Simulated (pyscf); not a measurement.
H₃Si–SiH₂–GeH₃, singlet

Gas-phase minimum from PySCF at ωB97X-D3(BJ)/def2-SVP, one conformer. 

SMILES: [SiH3][SiH2][GeH3]
```xyz
11

Si    -1.4520    -1.1741    -0.4459
Si     0.1866    -0.3038    -1.8603
Ge     0.8027     1.8418    -1.0686
H     -0.9053    -1.2724     0.9401
H     -1.9010    -2.5273    -0.8870
H     -2.6284    -0.2546    -0.4291
H      1.3821    -1.1997    -1.8726
H     -0.3423    -0.1948    -3.2532
H     -0.4249     2.7683    -1.0651
H      1.3284     1.7344     0.3727
H      1.8950     2.4785    -1.9425
```

Bonded distances (Å): Si1–Si2 2.333, Si1–H4 1.493, Si1–H5 1.492, Si1–H6 1.493, Si2–Ge3 2.369, Si2–H7 1.494, Si2–H8 1.494, Ge3–H9 1.538, Ge3–H10 1.538, Ge3–H11 1.537. Bond angles (°): Si2–Si1–H4 109.3, Si2–Si1–H5 111.7, Si2–Si1–H6 109.3, H4–Si1–H5 109.0, H4–Si1–H6 108.6, H5–Si1–H6 108.9, Si1–Si2–Ge3 108.5, Si1–Si2–H7 110.1, Si1–Si2–H8 110.1, Ge3–Si2–H7 109.7, Ge3–Si2–H8 109.7, H7–Si2–H8 108.6, Si2–Ge3–H9 109.8, Si2–Ge3–H10 109.8 (the first ones only).

Properties at ωB97X-D3(BJ)/def2-SVP:

- Harmonic wavenumbers, unscaled: 77, 84, 98, 320, 354, 413, 426, 465, 555, 584, 706, 720, 830, 894, 907, 907, 935, 954, 957, 2179, 2179, 2182, 2230, 2238, 2243, 2251, 2253 cm⁻¹
- Zero-point energy: 41.4 kcal/mol
- Rotational symmetry number: 1
- Entropy of this conformer at 298 K and 1 atm, rigid rotor and harmonic oscillator, modes under 100 cm⁻¹ raised to 100: 360.1 J/(mol K)
- Dipole moment: 0.14 D

Single-point totals, which compare only within one level:

| level | total energy (hartree) |
|---|---|
| ωB97X-D3(BJ)/def2-TZVP | -2660.83187 |
| PBE/def2-TZVP | -2660.16653 |
| r²SCAN/def2-TZVP | -2660.73491 |
| B3LYP-D3(BJ)/def2-TZVP | -2660.91784 |
| PBE0-D3(BJ)/def2-TZVP | -2660.29742 |
| M06-2X/def2-TZVP | -2660.73840 |
| ωB97M-D3(BJ)/def2-TZVP | -2660.89920 |

Soft torsions are taken as harmonic, which can shift the entropy by several J/(mol K). Elements up to Kr have no core potential and no relativistic terms here.
